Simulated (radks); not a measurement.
Values are calculated unless marked as measured or tabulated.
Q: Ionisation of neutral tantalum, [Xe] 4f14 5d3 6s2, to Ta+, [Xe] 4f14 5d3 6s1, under several functionals. Dirac Kohn-Sham, spin-unpolarised, spherical densities, point nucleus; open shells fill j = l - 1/2 first; a radial shooting solver on a logarithmic mesh with Libxc functionals. The NIST Atomic Spectra Database gives 7.550 eV (measured). Rank these functionals by the error of their Delta-SCF ionisation energy: OLYP; HCTH/407; LDA (Slater exchange, Perdew-Zunger correlation); LDA (Slater exchange, VWN5 correlation); AM05; exchange-only B88; exchange-only PBE.

A: From best to worst: exchange-only PBE 7.691 eV (+0.142); exchange-only B88 7.693 eV (+0.143); OLYP 8.007 eV (+0.457); AM05 8.336 eV (+0.787); HCTH/407 8.348 eV (+0.798); LDA (Slater exchange, VWN5 correlation) 8.597 eV (+1.047); LDA (Slater exchange, Perdew-Zunger correlation) 8.606 eV (+1.056). Spin polarisation and multiplet splitting are left out, so open shells lie too high by an amount that depends on their filling.

Beside tabulated values, note that spin-unpolarised runs miss the spin-polarisation part of the exchange energy of open shells.
